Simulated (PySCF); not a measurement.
K(I) anion (IK), SMILES [K][I] (connectivity only; charge and spin as stated), charge -1, multiplicity 2. The structure is a stationary point at B3LYP-D3(BJ)/def2-TZVPD. The multiplicity is an assumed one; other spin states were not compared. The def2 effective core potentials stand for the cores of I; spin–orbit coupling is left out.

These are B3LYP-D3(BJ)/def2-TZVPD (PySCF 2.14.0) values and carry that method's errors.

Harmonic wavenumbers (cm⁻¹): 123. Rotational constants (GHz): 1.540 (linear); symmetry number 1.

Work out the zero-point energy and the ideal-gas rigid-rotor harmonic-oscillator thermochemistry at 298.15 K and 1 atm.

ZPE = ½ Σ hcν = ½ × 123 cm⁻¹ = 0.74 kJ/mol. H − E(el) = 11.23 kJ/mol. Entropy in J/(mol K): translation 172.50, rotation 77.34, vibration 12.77, spin 5.76, total 268.38. G − E(el) = -68.79 kJ/mol. Cp = 37.17 J/(mol K). Modes under 150 cm⁻¹ make the vibrational entropy uncertain.
